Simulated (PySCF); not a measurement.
# Correlation energy of Mn¹⁶⁺ (manganese, charge +16)

Starting occupation: [He] 2s2 2p5, 2p1/2 with m_j = -1/2, +1/2, 2p3/2 with m_j = -1/2, +1/2, +3/2. Computed with PySCF 2.14 in an uncontracted even-tempered set (18 s from 3.4 bohr⁻², ratio 2.4; 11 p from 4.4 bohr⁻², ratio 2.4; 5 d from 20 bohr⁻², ratio 2.6; 5 f from 30 bohr⁻², ratio 2.6), with X2C-1e with screened-nucleus spin-orbit coupling, Gaussian nucleus. Frozen: nothing; 9 electrons correlated; the 30 highest virtual spinors left out.

MP2 pair energies summed by pair of shells (mhartree):

```csv
pair,energy,share (%)
2p1/2-2p3/2,-78.50,24.9
2p3/2-2s1/2,-50.59,16.0
2p3/2-2p3/2,-45.36,14.4
1s1/2-1s1/2,-38.99,12.3
2p1/2-2s1/2,-29.65,9.4
1s1/2-2p3/2,-20.39,6.5
2p1/2-2p1/2,-18.15,5.7
1s1/2-2p1/2,-13.76,4.4
2s1/2-2s1/2,-11.74,3.7
1s1/2-2s1/2,-8.66,2.7
```

Total MP2 correlation energy: -315.79 mhartree.
